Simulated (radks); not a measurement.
Q: These are the eigenvalues of the occupied orbitals of an atom or ion with whole-number occupations (hartree). Calculated with a radial shooting solver on a logarithmic mesh with Libxc functionals: scalar-relativistic Kohn-Sham, PBEsol, spin-polarised, spherical densities, point nucleus.

| orbital | eigenvalue |
|---|---|
| 1s down | -279.4580 |
| 1s up | -279.4579 |
| 2s up | -33.70723 |
| 2s down | -33.64876 |
| 2p up | -28.97513 |
| 2p down | -28.93085 |
| 3s up | -4.50208 |
| 3s down | -4.38048 |
| 3p up | -3.15611 |
| 3p down | -3.03669 |
| 3d up | -1.03917 |
| 3d down | -0.92825 |

Which element is it, and in what charge state? The configuration may be excited. Open shells, if any, are filled with parallel spins first.

A: Z = 27, cobalt, charge +2: Co2+ in [Ar] 3d7. The list shows which subshells hold electrons but not how many an open one holds; the 1s level, -279.46 hartree, gives Z - s = 23.6 by -(Z - s)^2/2, which with screening and relativity narrows Z to a few neighbours, and the depths of the outer levels then fix element, charge and occupations together.
